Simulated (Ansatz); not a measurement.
input.yaml

```yaml
crystal:
  periodic: [false, false, false]
  atoms:
    - { symbol: B, position_ang: [-0.351685, -2.176154, 0.84635] }
    - { symbol: O, position_ang: [0.042154, -1.186294, 0.013224] }
    - { symbol: C, position_ang: [0.019605, 0.163242, 0.366733] }
    - { symbol: O, position_ang: [-0.712051, 0.913875, -0.552823] }
    - { symbol: C, position_ang: [0.262507, 1.740437, -1.168969] }
    - { symbol: Se, position_ang: [1.743784, 1.128568, 0.017372] }
    - { symbol: H, position_ang: [-0.28259, -3.300576, 0.422883] }
    - { symbol: H, position_ang: [-0.747752, -1.908348, 1.958688] }
    - { symbol: H, position_ang: [-0.354248, 0.274699, 1.399046] }
    - { symbol: H, position_ang: [0.421595, 1.484878, -2.228639] }
    - { symbol: H, position_ang: [0.024082, 2.808671, -1.053066] }
basis:
  gaussian: { orbitals: def2-SVP }
hamiltonian:
  xc: b3lyp
neb:
  order_check: false
  images: 7
  f_tol: 0.03
  max_iterations: 47
  final_atoms:
    - { symbol: B, position_ang: [-0.50582787, -1.91938062, 1.12796091] }
    - { symbol: O, position_ang: [0.51592007, -0.53294377, 1.04018367] }
    - { symbol: C, position_ang: [0.51321295, 0.36661071, 0.23847941] }
    - { symbol: O, position_ang: [-0.29865954, 0.53013869, -0.80860224] }
    - { symbol: C, position_ang: [0.18891847, 1.76138441, -1.36360017] }
    - { symbol: Se, position_ang: [1.59363168, 1.95091079, 0.03234186] }
    - { symbol: H, position_ang: [-1.14876247, -1.87339721, 0.09903126] }
    - { symbol: H, position_ang: [-1.11623056, -1.68418867, 2.15180787] }
    - { symbol: H, position_ang: [0.32170535, -2.80368894, 1.20712427] }
    - { symbol: H, position_ang: [0.58467963, 1.60688208, -2.37554143] }
    - { symbol: H, position_ang: [-0.58318673, 2.54067054, -1.3283864] }
  initial_path:
    images:
      - { positions_ang: [[-0.351685, -2.176154, 0.84635], [0.042154, -1.186294, 0.013224], [0.019605, 0.163242, 0.366733], [-0.712051, 0.913875, -0.552823], [0.262507, 1.740437, -1.168969], [1.743784, 1.128568, 0.017372], [-0.28259, -3.300576, 0.422883], [-0.747752, -1.908348, 1.958688], [-0.354248, 0.274699, 1.399046], [0.421595, 1.484878, -2.228639], [0.024082, 2.808671, -1.053066]] }
      - { positions_ang: [[-0.36873752, -2.11163012, 0.85127097], [0.18558928, -1.12753182, 0.13328282], [0.03392578, 0.21402908, 0.39088392], [-0.6770725, 0.83894244, -0.58606549], [0.24637623, 1.69901251, -1.18802219], [1.69466724, 1.25547736, 0.051246], [-0.48842659, -3.06500999, 0.31938828], [-0.71625923, -1.9649973, 1.96329196], [-0.2464207, 0.03343433, 1.41333514], [0.46990762, 1.42567118, -2.21566364], [-0.0681486, 2.74560032, -1.11214877]] }
      - { positions_ang: [[-0.38579005, -2.04710623, 0.85619194], [0.32902457, -1.06876965, 0.25334163], [0.04824655, 0.26481616, 0.41503485], [-0.642094, 0.76400988, -0.61930797], [0.23024546, 1.65758803, -1.20707539], [1.64555047, 1.38238673, 0.08511999], [-0.69426318, -2.82944397, 0.21589356], [-0.68476646, -2.02164661, 1.96789591], [-0.13859341, -0.20783035, 1.42762428], [0.51822025, 1.36646437, -2.20268827], [-0.1603792, 2.68252965, -1.17123153]] }
      - { positions_ang: [[-0.40284257, -1.98258235, 0.86111291], [0.47245985, -1.01000747, 0.37340045], [0.06256733, 0.31560324, 0.43918577], [-0.6071155, 0.68907733, -0.65255046], [0.21411469, 1.61616354, -1.22612858], [1.59643371, 1.50929609, 0.11899399], [-0.90009977, -2.59387796, 0.11239884], [-0.65327369, -2.07829591, 1.97249987], [-0.03076611, -0.44909502, 1.44191342], [0.56653287, 1.30725755, -2.18971291], [-0.25260981, 2.61945897, -1.2303143]] }
      - { positions_ang: [[-0.41989509, -1.91805846, 0.86603388], [0.61589513, -0.95124529, 0.49345926], [0.0768881, 0.36639031, 0.4633367], [-0.57213699, 0.61414477, -0.68579294], [0.19798392, 1.57473906, -1.24518177], [1.54731694, 1.63620545, 0.15286798], [-1.10593636, -2.35831195, 0.00890412], [-0.62178092, -2.13494522, 1.97710382], [0.07706118, -0.6903597, 1.45620255], [0.61484549, 1.24805073, -2.17673755], [-0.34484041, 2.55638829, -1.28939706]] }
      - { positions_ang: [[-0.44137829, -1.918389, 0.93151564], [0.59090137, -0.84666991, 0.63014037], [0.18596932, 0.36644541, 0.40712238], [-0.50376763, 0.59314325, -0.71649527], [0.19571756, 1.62140039, -1.27478637], [1.55889563, 1.71488179, 0.12273645], [-1.11664288, -2.23708326, 0.0314359], [-0.74539333, -2.02225608, 2.02077984], [0.13822223, -1.21869201, 1.39393298], [0.60730402, 1.33775857, -2.22643852], [-0.40442699, 2.55245885, -1.2991444]] }
      - { positions_ang: [[-0.46286148, -1.91871954, 0.99699739], [0.5659076, -0.74209453, 0.76682147], [0.29505053, 0.36650051, 0.35090805], [-0.43539826, 0.57214173, -0.74719759], [0.19345119, 1.66806173, -1.30439097], [1.57047431, 1.79355812, 0.09260492], [-1.12734941, -2.11585458, 0.05396769], [-0.86900574, -1.90956695, 2.06445585], [0.19938327, -1.74702432, 1.33166341], [0.59976256, 1.42746641, -2.27613949], [-0.46401357, 2.54852942, -1.30889173]] }
      - { positions_ang: [[-0.48434467, -1.91905008, 1.06247915], [0.54091384, -0.63751915, 0.90350257], [0.40413174, 0.36655561, 0.29469373], [-0.3670289, 0.55114021, -0.77789992], [0.19118483, 1.71472307, -1.33399557], [1.582053, 1.87223446, 0.06247339], [-1.13805594, -1.99462589, 0.07649947], [-0.99261815, -1.79687781, 2.10813186], [0.26054431, -2.27535663, 1.26939384], [0.59222109, 1.51717424, -2.32584046], [-0.52360015, 2.54459998, -1.31863907]] }
      - { positions_ang: [[-0.50582787, -1.91938062, 1.12796091], [0.51592007, -0.53294377, 1.04018367], [0.51321295, 0.36661071, 0.23847941], [-0.29865954, 0.53013869, -0.80860224], [0.18891847, 1.76138441, -1.36360017], [1.59363168, 1.95091079, 0.03234186], [-1.14876247, -1.87339721, 0.09903126], [-1.11623056, -1.68418867, 2.15180787], [0.32170535, -2.80368894, 1.20712427], [0.58467963, 1.60688208, -2.37554143], [-0.58318673, 2.54067054, -1.3283864]] }
```

Run as:

```bash
$ ansatz run input.yaml --threads 2 --pin off --max-ram 3072MiB --backend cpu --events-out ev --progress --plain --runs-dir out
```

Hardware: 2 threads of Arm Neoverse V1 (shared host).

Q: Roughly how long does this run take, and how much memory?

A: 26 min, with a peak of 0.36 GiB, for 47 band iterations.
